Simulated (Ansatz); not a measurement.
Cost and result for the atomization energy of FH7OSi3, SMILES `F[SiH2]O[SiH2][SiH3]` (12 atoms, 11 bonds).

```xyz
12

F     2.674   -1.288   -0.461
Si    1.954    0.032   -0.988
O     0.389   -0.273   -1.258
Si   -1.093   -0.535   -0.587
Si   -1.263    0.479    1.522
H     2.590    0.415   -2.263
H     2.102    1.057    0.071
H    -1.317   -2.000   -0.470
H    -2.111    0.023   -1.515
H    -1.087    1.953    1.414
H    -2.610    0.196    2.089
H    -0.228   -0.058    2.445
```

Total charge 0; spin multiplicity 1. The geometry is a stationary point of PBE0-D4/def2-TZVP. It is one conformer, not always the lowest. Program: Ansatz. All runs use 4 threads of an Intel Xeon Platinum 8559C on a shared host. Times are those of one run each, without the atoms' runs, and a repeat can differ threefold. Electronic energies, without spin–orbit coupling; frozen cores. CCSD(T)/CBS adds CCSD(T) − MP2 in def2-TZVPP to the MP2 limit, and its time is that of the two runs behind it. T1 = 0.012. B3LYP takes the VWN-RPA correlation (the form of Gaussian; ORCA's B3LYP/G).

CCSD(T)/CBS is a level of theory with its own doubt, some kJ/mol a heavy atom from the limit and from the frozen cores, so smaller differences don't rank the functionals.

| level | functions | wall time |
| --- | --- | --- |
| PBE-D4/def2-TZVPP (with forces) | 286 | 1.7 s |
| PBE0-D4/def2-TZVPP | 286 | 2.2 s |
| r2SCAN-D4/def2-TZVPP (with forces) | 286 | 2.5 s |
| B3LYP-D4/def2-TZVPP (with forces) | 286 | 3.6 s |
| B2PLYP/def2-TZVPP | 286 | 3.7 s |
| ωB97X-V/def2-TZVPP | 286 | 5.5 s |
| ωB97M-V/def2-TZVPP (with forces) | 286 | 7.5 s |
| MP2/def2-QZVPP | 534 | 17 s |
| CCSD(T)/def2-TZVPP | 286 | 96 s |
| CCSD(T)/CBS(def2) | – | 110 s |

(1) What atomization energy does each give, and how far from CCSD(T)/CBS? (Estimate.)

## Answers

(1) Ansatz gave: 
| level | atomization (kcal/mol) | difference from CCSD(T)/CBS | per bond |
| --- | --- | --- | --- |
| PBE-D4/def2-TZVPP (with forces) | 958.7 | -15.4 | -1.4 |
| PBE0-D4/def2-TZVPP | 951.1 | -23.0 | -2.1 |
| r2SCAN-D4/def2-TZVPP (with forces) | 967.8 | -6.3 | -0.6 |
| B3LYP-D4/def2-TZVPP (with forces) | 965.8 | -8.3 | -0.8 |
| B2PLYP/def2-TZVPP | 956.3 | -17.8 | -1.6 |
| ωB97X-V/def2-TZVPP | 976.3 | 2.2 | 0.2 |
| ωB97M-V/def2-TZVPP (with forces) | 969.4 | -4.7 | -0.4 |
| MP2/def2-QZVPP | 971.0 | -3.1 | -0.3 |
| CCSD(T)/def2-TZVPP | 946.6 | -27.5 | -2.5 |
| CCSD(T)/CBS(def2) | 974.1 | 0.0 | 0.0 |

From PBE to PBE0 (25 % exact exchange), in def2-TZVPP and without D4, the atomization energy moves by −6.7 kcal/mol: exact exchange takes away binding that semilocal exchange gives to molecules. In def2-TZVPP, CCSD(T) changes the Hartree–Fock value by +209.3 kcal/mol (the triples alone add +9.5 kcal/mol) and MP2 by +216.8 kcal/mol; breaking electron pairs costs correlation energy, which Hartree–Fock lacks. The D4 term adds +10.7 kcal/mol with B3LYP and +5.7 kcal/mol with PBE0; it sums over pairs of atoms, weighted by their polarisabilities, and B3LYP, whose exchange is more repulsive, gets the larger term.
